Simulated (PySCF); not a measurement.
GeFCl₂Br, SMILES [F][Ge]([Cl])([Cl])[Br]. Atoms are numbered in the order given.

```xyz
5

F     -0.6620    -1.9509     0.0000
Ge    -0.4069    -0.2292     0.0000
Cl    -1.3406     0.5589     1.7598
Cl    -1.3406     0.5589    -1.7598
Br     1.8446     0.1683     0.0000
```

Geometry optimised at PBE-D3(BJ)/def2-SVP.

These are PySCF with PBE0/pcSseg-1 values and carry that method's errors.

GIAO shieldings, no solvent; atoms alike by connectivity are averaged. δ = σ(ref) − σ: ¹⁹F against CFCl3 (σ = 167.2 ppm); ⁷³Ge against GeH4 (σ = 1658.3 ppm); ³⁵Cl against HCl (σ = 945.9 ppm), references at their B3LYP-D3(BJ)/def2-TZVP geometries, non-relativistic (without spin–orbit terms, shifts of atoms bonded to Cl or Br come out too high).

```tsv
atoms	nucleus	count	δ (ppm)
F1	¹⁹F	1	___
Ge2	⁷³Ge	1	444.8
Cl3, Cl4	³⁵Cl	2	237.6
```

### Question
What belongs in the gaps? (The exact figures need the calculation; the answer reports its results.)

### Answer

- F1, δ (ppm): -65.4
